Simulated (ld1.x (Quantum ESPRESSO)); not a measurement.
# Before and after: ultrasoft potential for lead (Pb)

lead (Pb), ultrasoft, made with ld1.x (Quantum ESPRESSO) 7.5 (PBE, fully relativistic). Core [Xe] 4f14, reference 5d10 6s2 6p1.5 (charge +0.5). Waves: 6s (bound): rcut 1.50, rcutus 1.85 bohr; 6s channel at 3.35 Ry: rcut 1.50, rcutus 1.85 bohr; 6p (bound): rcut 1.70, rcutus 2.35 bohr; 6p channel at 0.25 Ry: rcut 1.70, rcutus 2.35 bohr; 5d (bound): rcut 1.40, rcutus 1.55 bohr; 5d channel at -1.35 Ry: rcut 1.40, rcutus 1.55 bohr. Local part: all-electron potential smoothed inside 1.25 bohr (lloc = -1). Core correction: none. Augmentation charge: built from norm-conserving waves at rcut, not smoothed further.

Open shells are filled in proportion to 2j + 1 (rel_dist='average').

All-electron outer shells of the reference configuration (PBE, scalar-relativistic, ld1.x):

```tsv
shell	level (eV)	outermost node (bohr)	outermost maximum (bohr)
4f	-136.54	–	0.35
5p	-89.48	0.49	0.88
5d	-24.81	0.52	1.07
6s	-15.47	1.01	1.95
6p	-6.53	1.18	2.57
```

Change: augmentation PSQ, radius 1.55 bohr.

Cutoffs: the cutoffs (Ry, on a coarse ladder) from which the occupation-weighted sum of valence levels, in a spherical-Bessel basis at the reference potential, stays within 10 and 1 mRy of its value at 400 Ry; they do not see the model core or the augmentation charge, which bear on the density cutoff. Errors are all-electron minus pseudo energies relative to the spin-unpolarised reference configuration.

Task: What does the change do?

Result: The potential gets neither clearly harder nor softer (50 Ry and 90 Ry → 50 Ry and 90 Ry); both files keep a bound ghost (p, s); of the 7 tests that both files solve, the error grows in 0 and shrinks in 4 by more than 15 % and 0.3 meV (median size 12.3 → 6.4 meV).

```csv
quantity,base,changed
"cutoff, loose",50 Ry,50 Ry
"cutoff, tight",90 Ry,90 Ry
bound ghosts,"s, p1/2, p3/2","s, p3/2, p1/2"
"error for 5d10 6s2 6p2, meV [ΔE -2.55 eV]",+0.4,+0.3
"error for 5d10 6s2 6p1, meV [ΔE 4.15 eV]",+0.7,+0.5
"error for 5d10 6s2 6p0, meV [ΔE 17.75 eV]",+12,+7.7
"error for 5d10 6s0 6p4, meV [ΔE 14.93 eV]",+51,+24
"error for 5d10 6s1 6p2, meV [ΔE 13.50 eV]",+17,+6.4
"error for 5d9 6s2 6p2, meV [ΔE 24.53 eV]",-31,+6.6
"error for 5d10 6s2 6p2.3, meV [ΔE -3.38 eV]",+0.5,+0.4
s: phases at 2.55 bohr within 0.05 rad from the reference energy up to (Ry; the scan ends near 5),4.2,to the end of the scan
p1/2: phases at 2.55 bohr within 0.05 rad from the reference energy up to (Ry; the scan ends near 5),4.4,4.7
p3/2: phases at 2.55 bohr within 0.05 rad from the reference energy up to (Ry; the scan ends near 5),3.5,4.4
d3/2: phases at 2.55 bohr within 0.05 rad from the reference energy up to (Ry; the scan ends near 5),to the end of the scan,to the end of the scan
d5/2: phases at 2.55 bohr within 0.05 rad from the reference energy up to (Ry; the scan ends near 5),to the end of the scan,to the end of the scan
lowest overlap eigenvalue by channel,"s 0.61, p1/2 0.35, p3/2 0.67, d3/2 0.94, d5/2 0.95","s 0.57, p1/2 0.32, p3/2 0.44, d3/2 0.94, d5/2 0.95"
```

 A true bound ghost makes a file unfit for plane-wave use even where its test errors are small: the radial tests pick states by their node count and pass the ghost by.
